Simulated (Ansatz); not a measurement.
Seven cases of atomisation energy of first-row species (electronic energies, kcal/mol); geometries: B3LYP-D3(BJ)/def2-TZVP. The cases were drawn at random from those of this class that have a high level and all functionals, leaving out states under which another spin lies or may lie. Left out are anions, K, Ca, elements past Kr, ionisation of Li, Na and Mg, pi-pi* triplets of linear molecules and other triplets made from a closed-shell parent. Runs that doubt their state, and full CI more than 15 mEh from coupled cluster, are set aside; a case stays where another high level and all functionals remain. AFQMC serves as high level only in triple zeta or larger, with a steady walk, a bar under 0.8 kcal/mol and agreement with other high levels or trials where they ran; where none ran, an unstable determinant or (outside 3d species) a high T1 diagnostic also bars it, so strongly correlated cases are thinned. No case was kept or dropped by the size of a functional's miss. High levels with a bar over 0.5 kcal/mol are left out too, and the seventh case lies inside the range of the six. Affinities count positive where energy is released, gaps as the second state minus the first. PBE0 is by Ansatz (a first-principles code) in def2-TZVPD. High levels (Ansatz): P = CCSD(T)/CBS(cc-pVTZ,cc-pVQZ) + [CCSDT(Q) - CCSD(T)]/cc-pVDZ + core + X2C. Radicals and triplets start from unrestricted determinants; spin-orbit coupling is neglected. CBS(X,Y): correlation extrapolated as X^-3, Hartree-Fock from the larger set. A bracket is a step between two methods taken in the basis named. The functionals are non-relativistic, so their misses hold any scalar relativity. 'core' is core correlation in cc-pwCVTZ, 'X2C' scalar relativity in cc-pVTZ-DK, both at CCSD(T). Where a partner has so few electrons that a lower coupled-cluster level is exact, that level stands in. The UHF reference of C2H4B (B[C]=C, doublet) is spin-contaminated (<S^2> up to 0.11 over the pure value in the sets run).

```tsv
case	PBE0	level	high level
CH4BO (SMILES BO[CH2], doublet)	614.3	P	612.7
CH4BO (SMILES [CH2]BO, doublet)	639.7	P	639.5
CH5BO (SMILES BOC)	715.5	P	719.3
H3BNO (SMILES NB[O], doublet)	530.9	P	528.4
CH5BN (SMILES C[B]N, doublet)	701.0	P	696.4
BN2H5 (SMILES NBN)	706.0	P	707.2
C2H4B (SMILES B[C]=C, doublet)	644.7	P	withheld
```

Task: Fit a straight line from PBE0 to the high level over the first six rows by least squares, predict the seventh, and compare with the calculation.

Result: Means: PBE0 651.23, high level 650.58. Sxx = 25583.5, Sxy = 26026.8, slope 1.0173, intercept -11.92 kcal/mol; residual standard deviation 3.0 kcal/mol. Seventh row: 1.0173·(644.7) -11.92 = 643.9 kcal/mol. The calculation gave 636.4 kcal/mol: the line differs from it by +7.5, PBE0 itself by +8.3.
